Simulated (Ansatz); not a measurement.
Ansatz (a first-principles code) input (CCSD(T)/STO-3G):

Ansatz 0.2 input:
```yaml
crystal:
  periodic: [false, false, false]
  atoms:
    - {symbol: C, position_ang: [1.54435780, 0.24048329, 1.58450799]}
    - {symbol: C, position_ang: [1.18088464, -0.15409209, 0.15611342]}
    - {symbol: C, position_ang: [1.89520279, 0.71778951, -0.87514181]}
    - {symbol: N, position_ang: [-0.29106319, -0.15235062, -0.06201940]}
    - {symbol: Si, position_ang: [-0.90304209, -1.54823052, -0.87887831]}
    - {symbol: Si, position_ang: [-1.26905746, 1.17433253, 0.47133047]}
    - {symbol: H, position_ang: [2.62048709, 0.15012800, 1.74090421]}
    - {symbol: H, position_ang: [1.26989944, 1.27832744, 1.79047939]}
    - {symbol: H, position_ang: [1.03346685, -0.39668283, 2.30671830]}
    - {symbol: H, position_ang: [1.52486586, -1.18549642, 0.01314635]}
    - {symbol: H, position_ang: [1.60742775, 1.76439245, -0.76198074]}
    - {symbol: H, position_ang: [2.97844123, 0.64876885, -0.75532560]}
    - {symbol: H, position_ang: [1.64034373, 0.40278231, -1.88740090]}
    - {symbol: H, position_ang: [-2.36814044, -1.41892412, -1.02660288]}
    - {symbol: H, position_ang: [-0.28225140, -1.70571239, -2.22008870]}
    - {symbol: H, position_ang: [-0.58554057, -2.78235862, -0.11495066]}
    - {symbol: H, position_ang: [-0.65068833, 2.47390285, 0.11009118]}
    - {symbol: H, position_ang: [-2.58585437, 1.05499388, -0.18926067]}
    - {symbol: H, position_ang: [-1.47829221, 1.19182026, 1.94119884]}
basis:
  gaussian:
    orbitals: STO-3G
magnetization: {spin_polarized: false}
correlation: {method: ccsd_t, electrons: outside_noble_gas}
```

Output:

```
Functional definition: HF
integrals: 0.02 GiB planned
662 factors; integrals over basis functions are off by at most 3.7e-5 eV
0.18 GiB of device memory are held for the factors and their scratch space
mean field: 0.23 GiB planned
mean field evaluation 1: about -20264.5149 eV, gradient 2.1e1 eV
mean field evaluation 2: about -20264.8239 eV, gradient 2.1e1 eV
mean field evaluation 4: about -20266.4179 eV, gradient 1.7e0 eV
mean field evaluation 8: about -20266.4288 eV, gradient 9.1e-6 eV
mean field evaluation 16: about -20266.1327 eV, gradient 4.5e-2 eV
mean field -20266.42876680 eV, -744.7775201012 hartree, gradient 3.0e-6 eV, S^2 0.000000; 0 other end points of the search recorded, 0 dependent functions left out
14 core orbitals not correlated
reference -20266.42876680 eV, -744.7775201012 hartree; 19, 19 occupied and 18, 18 virtual orbitals, 662 factors
second order -7.75436578 eV of doubles, -0.00000000 eV of singles
coupled cluster: 0.14 GiB planned
cycle   1  -9.42669060 eV  change    -1.7e0 eV  update   1.0e-1
cycle   2  -10.20741892 eV  change   -7.8e-1 eV  update   3.5e-2
cycle   3  -10.28162734 eV  change   -7.4e-2 eV  update   7.5e-3
cycle   4  -10.28929599 eV  change   -7.7e-3 eV  update   2.2e-3
cycle   5  -10.29040867 eV  change   -1.1e-3 eV  update   5.2e-4
cycle   6  -10.29049642 eV  change   -8.8e-5 eV  update   1.1e-4
cycle   7  -10.29047426 eV  change    2.2e-5 eV  update   2.7e-5
perturbative correction -0.11266475 eV, -0.0041403532 hartree
Total energy: -20276.83190582 eV, -745.1598284084 hartree
```
